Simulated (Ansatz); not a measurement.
Consider the atomization: `[CH3][Sn]([F])([F])[SiH3]` → C• + 2 F• + 6 H• + Si• + Sn•.

Isolated molecules relaxed with PBE0-D4/def2-TZVP in Ansatz; ΔE leaves out vibrations. CCSD(T)/CBS adds triple-zeta CCSD(T) − MP2 to the extrapolated MP2 energy (def2 sets, frozen cores). This one scheme is used for every species, atoms too. Open shells (•) are unrestricted, without spin–orbit coupling. Spin–orbit coupling would lower the free atoms: a little for C, F, Si; strongly for Sn. Elements past krypton have def2 core potentials. Bonds to Sn are less sure, by a few kJ/mol each and by 10 to 20 or more in all where they break to atoms, as the def2 sets lack core-valence functions.

| species | CCSD(T)/CBS(def2) energy (Eh) |
| --- | --- |
| `[CH3][Sn]([F])([F])[SiH3]` | -744.43337 |
| C• | -37.79194 |
| F• | -99.66871 |
| H• | -0.50000 |
| Si• | -288.94402 |
| Sn• | -213.97081 |

Question: Work out ΔE.

Answer: ΔE = 6 × (-0.50000) + 2 × (-99.66871) + (-37.79194) + (-288.94402) + (-213.97081) − (-744.43337) = 1.38918 Eh = +37.80 eV.

Largest T1 diagnostic among the species: 0.014.

In def2-TZVPP, CCSD(T) changes the Hartree–Fock value by +9.17 eV (the triples alone add +0.52 eV) and MP2 by +9.51 eV; breaking electron pairs costs correlation energy, which Hartree–Fock lacks. From PBE to PBE0 (25 % exact exchange), in def2-TZVPP and without D4, ΔE moves by −0.64 eV: exact exchange takes away binding that semilocal exchange gives to molecules. The D4 term adds +0.37 eV with B3LYP and +0.20 eV with PBE0; it sums over pairs of atoms, weighted by their polarisabilities, and B3LYP, whose exchange is more repulsive, gets the larger term.

B3LYP here is the variant with VWN-RPA as its local correlation; programs differ in this.

For atomizations the MP2-based limit and the directly extrapolated one differ by several kJ/mol either way, and by 10 to 25 for some Ge, Se and Sn compounds, so smaller differences from it don't rank the levels.
